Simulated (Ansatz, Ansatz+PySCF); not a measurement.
```yaml
atoms:
  - { symbol: H, position_ang: [0.0000, 0.0000, 0.0000] }
  - { symbol: H, position_ang: [0.0000, 0.0000, 1.8000] }
  - { symbol: H, position_ang: [0.0000, 0.0000, 3.6000] }
  - { symbol: H, position_ang: [0.0000, 0.0000, 5.4000] }
  - { symbol: H, position_ang: [0.0000, 0.0000, 7.2000] }
  - { symbol: H, position_ang: [0.0000, 0.0000, 9.0000] }
  - { symbol: H, position_ang: [0.0000, 0.0000, 10.8000] }
  - { symbol: H, position_ang: [0.0000, 0.0000, 12.6000] }
```

Basis set: 6-31G* (spherical functions). All electrons are correlated. Charge 0, multiplicity 1.

Computed with Ansatz (development build ahead of 0.2.0); each method stands on the lowest determinant of its kind that the runs found. Restricted open shells among the atoms or ions are ROHF, correlated in semicanonical orbitals with singles.

The atomization energy at this shape (free ground-state atoms in the same class of orbitals less the molecule, no zero-point energy) of singlet H8:

| method | atomization energy |
| --- | --- |
| RHF-CCSD(T) | 101.69 kcal/mol |
| RHF-CCSDT(Q) | 77.21 kcal/mol |
| UHF-CCSDT(Q) | 73.10 kcal/mol |
| UHF-CCSD(T) | 71.06 kcal/mol |
| UHF-MP2 | 41.32 kcal/mol |
| UHF | 34.96 kcal/mol |
| RHF-MP2 | -20.41 kcal/mol |

Problem. What does RHF give?

Solution. -114.93 kcal/mol. Caution for RHF-CCSD(T), RHF-CCSDT(Q), RHF-MP2, RHF: an unrestricted determinant lies well below. Caution for RHF-CCSD(T), RHF-CCSDT(Q), RHF-MP2: large amplitudes, a single reference is doubtful. Caution for RHF-CCSD(T), UHF-CCSD(T), RHF-MP2: the program doubts this total. Caution for RHF-CCSDT(Q): the amplitudes may be one of several solutions. Caution for UHF-CCSDT(Q): another reference gives a lower total. Caution for UHF-CCSDT(Q), UHF-CCSD(T), UHF-MP2: bonds are stretched, where a single reference can fail. Caution for UHF-CCSDT(Q), UHF-CCSD(T), UHF-MP2, UHF: the determinant breaks the point group; the unrestricted determinant is a mixture of spin states. Caution for RHF: the molecule lies well above its atoms at this level.
